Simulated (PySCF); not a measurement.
Run record for `COC(=O)/C=C\Cl`: B97-D/def2-SVPD, fitting basis def2-universal-jkfit, full TDDFT, 25 singlets.

Method: TDDFT B97-D/def2-SVPD, vertical, gas phase, core orbitals frozen in the response (PySCF 2.14.0, density-fitted response routines). Geometry: GFN2-xTB. A driver script takes a list of jobs; this job's settings line and coordinates (Å) are shown.

Command:
```bash
OMP_NUM_THREADS=1 python probes_run.py task.json out
```

Input:
```
{"job": {"kind": "uv", "xc": "B97-D", "basis": "def2-SVPD", "nstates": 25, "ntriplets": 2, "tda": false, "scf": {"aux": "def2-universal-jkfit"}}, "charge": 0, "multiplicity": 1}
C      2.246848    -0.257542    -0.362324
O      0.883915    -0.642472    -0.455437
C      0.000772     0.171799     0.150001
O      0.319909     1.171904     0.740006
C     -1.366961    -0.350135    -0.028301
C     -2.470740     0.222017     0.451987
Cl    -2.493489     1.659249     1.354640
H      2.395196     0.727290    -0.810629
H      2.559818    -0.216083     0.683238
H      2.813314    -1.012658    -0.901055
H     -1.438578    -1.265959    -0.593817
H     -3.448807    -0.208095     0.289793
```

Task: Predict the output.

Result: 
```
final grid: 105856 points
cycle   1  E = -765.3506169178  dE =  9.848e-01  |g| = 9.668e-01  |ddm| = 5.981e+00
cycle   2  E = -762.8675174536  dE =  2.483e+00  |g| = 2.841e+00  |ddm| = 4.063e+00
cycle   3  E = -765.3657051288  dE = -2.498e+00  |g| = 8.182e-01  |ddm| = 3.885e+00
cycle   4  E = -765.5317242138  dE = -1.660e-01  |g| = 1.780e-01  |ddm| = 1.370e+00
cycle   5  E = -765.5292873416  dE =  2.437e-03  |g| = 2.117e-01  |ddm| = 5.275e-01
cycle   6  E = -765.5382015072  dE = -8.914e-03  |g| = 4.438e-02  |ddm| = 2.716e-01
cycle   7  E = -765.5386571349  dE = -4.556e-04  |g| = 1.290e-02  |ddm| = 1.101e-01
cycle   8  E = -765.5386933550  dE = -3.622e-05  |g| = 5.675e-03  |ddm| = 3.267e-02
cycle   9  E = -765.5386998825  dE = -6.527e-06  |g| = 2.458e-03  |ddm| = 1.248e-02
cycle  10  E = -765.5387016378  dE = -1.755e-06  |g| = 5.363e-04  |ddm| = 5.092e-03
cycle  11  E = -765.5387017173  dE = -7.949e-08  |g| = 1.193e-04  |ddm| = 9.586e-04
cycle  12  E = -765.5387017202  dE = -2.878e-09  |g| = 5.380e-05  |ddm| = 4.033e-04
cycle  13  E = -765.5387017208  dE = -6.794e-10  |g| = 4.407e-06  |ddm| = 1.126e-04
converged SCF energy = -765.5387017208

Static polarisability (au): isotropic 74.573, principal 48.969 69.349 105.399

Singlet excitations
state   eV       nm        f      main configurations
  1   3.9730    312.1   0.00000   H->L 1.00
  2   5.2685    235.3   0.31449   H-1->L 0.84, H-2->L 0.08
  3   5.3556    231.5   0.00003   H-3->L 1.00
  4   5.5289    224.2   0.00141   H-2->L 0.86
  5   6.3361    195.7   0.00022   H-4->L 1.00
  6   6.4519    192.2   0.00708   H->L+1 0.90
  7   6.5621    188.9   0.03696   H->L+2 0.91
  8   6.8251    181.7   0.00030   H-1->L+1 0.63, H-1->L+2 0.37
  9   6.8805    180.2   0.00198   H->L+3 0.98
 10   6.9077    179.5   0.00390   H-1->L+2 0.63, H-1->L+1 0.37
 11   7.1615    173.1   0.00000   H->L+4 0.99
 12   7.1951    172.3   0.00001   H-1->L+3 1.00
 13   7.3381    169.0   0.11672   H-5->L 0.83
 14   7.4577    166.2   0.00002   H-2->L+1 1.00
 15   7.5279    164.7   0.00945   H->L+5 0.96
 16   7.6182    162.7   0.00354   H-2->L+2 0.98
 17   7.6668    161.7   0.00021   H-6->L 0.97
 18   7.6733    161.6   0.04881   H->L+6 0.89
 19   7.7764    159.4   0.05095   H-1->L+4 0.53, H-7->L 0.30
 20   7.8381    158.2   0.00165   H-1->L+5 0.99
 21   7.9448    156.1   0.02626   H-3->L+2 0.64, H-3->L+1 0.33
 22   7.9475    156.0   0.01010   H-2->L+3 1.00
 23   8.0002    155.0   0.01008   H-1->L+6 0.98
 24   8.0834    153.4   0.01328   H-3->L+1 0.40, H->L+7 0.30, H-3->L+2 0.27
 25   8.1217    152.7   0.01464   H->L+7 0.68, H-3->L+1 0.20, H-3->L+2 0.08

Triplet excitations (Tamm-Dancoff, eV): 3.6031 3.7062
```

H and L stand for HOMO and LUMO; the number after each pair is its weight.

Task: Give the mean polarisability as a volume in Å³, and the ratio of the largest to the smallest principal value.

Result: 74.573 au × 0.148185 = 11.05 Å³; 105.399/48.969 = 2.15.

Task: Give S1 in cm⁻¹ and kJ/mol.

Result: 3.9730 eV × 8065.54 = 32044 cm⁻¹; × 96.485 = 383.3 kJ/mol.

In short: SCF converged in 13 cycles with 193 basis and 672 fitting functions; HOMO -6.36 eV, LUMO -2.49 eV; lowest singlet 3.97 eV; lowest triplet 3.60 eV (Tamm–Dancoff); mean polarisability 74.6 au.

Task: How long does this job take on one thread, Arm Neoverse V1 (aarch64), shared host with 32 logical CPUs at a one-minute load of 18? And the peak memory of the process?

Result: About 41 s, with 0.56 GiB resident at the peak, the Python interpreter and its libraries included.

Conformer computed: `[CH3:1][O:2][C:3](=[O:4])/[CH:5]=[CH:6]\[Cl:7]`: C1–O2–C3–O4 0°, O2–C3–C5–C6 180°.

One conformer stands for the species.

B97-D is run here without its empirical dispersion term; that term would change no orbital, density or response property at a fixed geometry.
